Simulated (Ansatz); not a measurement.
Stepwise reaction of `[SiH3]O[Si]O[SiH3]` with water, as a gas-phase model of exchange steps in deposition or etching. ΔE in kJ/mol; ΔG adds harmonic PBE0-D4 terms to CCSD(T)/CBS, at 1 bar.

Computed with Ansatz on PBE0-D4/def2-TZVP structures; ΔE is electronic, products minus reactants. CCSD(T)/CBS is the MP2 limit (def2-TZVPP, def2-QZVPP) plus CCSD(T) − MP2 in def2-TZVPP, frozen cores. This one scheme is used for every species. DFT in def2-TZVPP. B3LYP here is the variant with VWN-RPA as its local correlation; programs differ in this. Each species was taken in one conformer, which may not be the lowest.

```
step                                     reaction  PBE-D4  B3LYP-D4  ωB97M-V  CCSD(T)/CBS  ΔG(400 K)
   2  `O[Si]O[SiH3]` + H₂O → `O[Si]O` + `O[SiH3]`    10.1      14.6     11.2         15.0       14.3
```

(1) Give the row of step 1, `[SiH3]O[Si]O[SiH3]` + H₂O → `O[Si]O[SiH3]` + `O[SiH3]`. (Best estimate.)

(2) By hand: ΔE of the 2 steps together at CCSD(T)/CBS.

Results:

(1) The calculation gave: 
```
step                                                 reaction  PBE-D4  B3LYP-D4  ωB97M-V  CCSD(T)/CBS  ΔG(400 K)
   1  `[SiH3]O[Si]O[SiH3]` + H₂O → `O[Si]O[SiH3]` + `O[SiH3]`     6.4      11.8      7.0         13.1       12.4
```

(2) (13.1) + (15.0) = 28.1 kJ/mol, or 14.1 kJ/mol a step.

In ΔE the steps differ by no more than 1.9 kJ/mol. All are uphill at CCSD(T)/CBS. ΔG lies between 12.4 and 14.3 kJ/mol a step. PBE-D4 differs from CCSD(T)/CBS by -6.7 to -4.9 kJ/mol a step. Isolated molecules leave out the surface, adducts and barriers. Largest T1 diagnostic: 0.015.
